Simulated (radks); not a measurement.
Coulomb parameter of the 4f shell of the dysprosium ion Dy2+ in the model configuration [Xe] 4f9 6s1, as a second difference U = [E(n + 0.5) + E(n - 0.5) - 2 E(n)] / (0.5)^2 with all orbitals relaxed. "Bare": the charge of the atom changes with n. "Screened": the 6s shell takes up the change at fixed total charge, which measures U(4f,4f) + U(6s,6s) - 2 U(4f,6s). Calculated with a radial shooting solver on a logarithmic mesh with Libxc functionals: Dirac Kohn-Sham, LDA (Slater exchange, Perdew-Wang correlation), spin-unpolarised, spherical densities, finite nucleus; open shells are shared between the two j in proportion to 2j + 1; Fermi nuclear charge, rms radius 5.2218 fm.

| case | configuration | E - E(n) (eV) |
|---|---|---|
| start | [Xe] 4f9 6s1 | 0.000 |
| bare +0.5 | [Xe] 4f9.5 6s1 | -10.899 |
| bare -0.5 | [Xe] 4f8.5 6s1 | 15.390 |
| screened +0.5 | [Xe] 4f9.5 6s0.5 | -3.728 |
| screened -0.5 | [Xe] 4f8.5 6s1.5 | 5.607 |

U(bare) = 17.966 eV, U(screened by 6s) = 7.512 eV.
